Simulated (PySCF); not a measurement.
## Energy of V⁺ (vanadium, charge +1) between two integer charges

The 3d alpha orbital of [Ar] 3d4 is emptied in steps (occupation f), with all orbitals relaxed, ending at [Ar] 3d3. Calculation: PySCF 2.14, in def2-TZVP (6s4p4d1f, 45 functions); no relativity, point nucleus. The exact energy is a straight line in f; departures are measured from the line between the end points of the same method.

```
   f  BHandHLYP (eV)  wB97X (eV)
   1           0.000       0.000
0.75          -0.391      -0.265
 0.5          -0.535      -0.370
0.25          -0.411      -0.287
   0           0.000       0.000
```

```
   method  E(f=0) − E(f=1) (eV)  −ε at f=1 (eV)  −ε at f=0.5 (eV)
BHandHLYP                14.562          12.548            14.508
    wB97X                14.679          13.360            14.619
```

Orbital energy along the path (eV):

```
   f  BHandHLYP    wB97X
   1    -12.548  -13.360
0.75    -13.474  -13.917
 0.5    -14.508  -14.619
0.25    -15.620  -15.408
   0    -16.810  -16.261
```

Reference removal energy between the ground levels: 14.634 ± 0.007 eV (measured; NIST Atomic Spectra Database, ionization energies). The calculation has no spin-orbit coupling. The determinant left behind need not be the lowest term of the ion.
